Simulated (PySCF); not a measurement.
SMILES CN(C)[Si](C)N(C)C (C5H15N2Si), doublet, GFN2-xTB optimised geometry.

```
23

C      2.00    -1.93    -0.27
N      1.29    -0.71     0.00
C      2.11     0.45    -0.16
Si    -0.46    -0.71     0.00
C     -0.99    -1.55     1.63
N     -0.95     0.96     0.00
C     -2.03     1.43     0.83
C     -0.82     1.75    -1.19
H      1.34    -2.78    -0.12
H      2.37    -1.97    -1.30
H      2.86    -2.02     0.40
H      1.55     1.34     0.14
H      3.00     0.37     0.47
H      2.45     0.58    -1.20
H     -2.07    -1.66     1.70
H     -0.56    -2.55     1.70
H     -0.65    -0.99     2.49
H     -3.00     1.38     0.31
H     -2.09     0.83     1.74
H     -1.85     2.47     1.11
H     -1.75     1.77    -1.78
H     -0.57     2.78    -0.93
H     -0.03     1.34    -1.82
```

Density from unrestricted PBE0/def2-SVP (PySCF) at that geometry.

Minimum of the electron density along straight lines between bonded atoms, close to the bond critical point (lines longer than 1.1 times the sum of covalent radii, or with two minima, are not listed):

| bond | length / Å | ρ at the minimum / e bohr⁻³ | ∇²ρ there / e bohr⁻⁵ | position (fraction from the first atom) |
|---|---|---|---|---|
| C1–N2 | 1.438 | 0.276 | -0.80 | 0.39 |
| N2–C3 | 1.438 | 0.274 | -0.78 | 0.61 |
| N2–Si4 | 1.741 | 0.118 | 0.69 | 0.60 |
| Si4–C5 | 1.912 | ___ | 0.29 | 0.38 |
| Si4–N6 | 1.743 | 0.118 | 0.68 | 0.40 |
| N6–C7 | 1.438 | 0.275 | -0.79 | 0.61 |
| N6–C8 | 1.440 | 0.274 | -0.79 | 0.61 |
| C1–H9 | 1.086 | 0.281 | -1.06 | 0.63 |
| C1–H10 | 1.098 | 0.274 | -1.00 | 0.63 |
| C1–H11 | 1.095 | 0.276 | -1.01 | 0.63 |
| C3–H12 | 1.085 | 0.283 | -1.09 | 0.64 |
| C3–H13 | 1.095 | 0.275 | -1.01 | 0.63 |
| C3–H14 | 1.099 | 0.273 | -0.98 | 0.62 |
| C5–H15 | 1.085 | 0.273 | -0.98 | 0.62 |
| C5–H16 | 1.085 | 0.272 | -0.97 | 0.62 |
| C5–H17 | 1.089 | 0.270 | -0.95 | 0.62 |
| C7–H18 | 1.098 | 0.274 | -0.99 | 0.62 |
| C7–H19 | 1.085 | 0.283 | -1.07 | 0.63 |
| C7–H20 | 1.095 | 0.276 | -1.01 | 0.63 |
| C8–H21 | 1.098 | 0.275 | -1.00 | 0.63 |
| C8–H22 | 1.095 | 0.276 | -1.01 | 0.63 |
| C8–H23 | 1.086 | 0.282 | -1.06 | 0.63 |

Question: Some entries are withheld; supply them.

Answer: 
- Si4–C5, ρ at the minimum / e bohr⁻³: 0.109
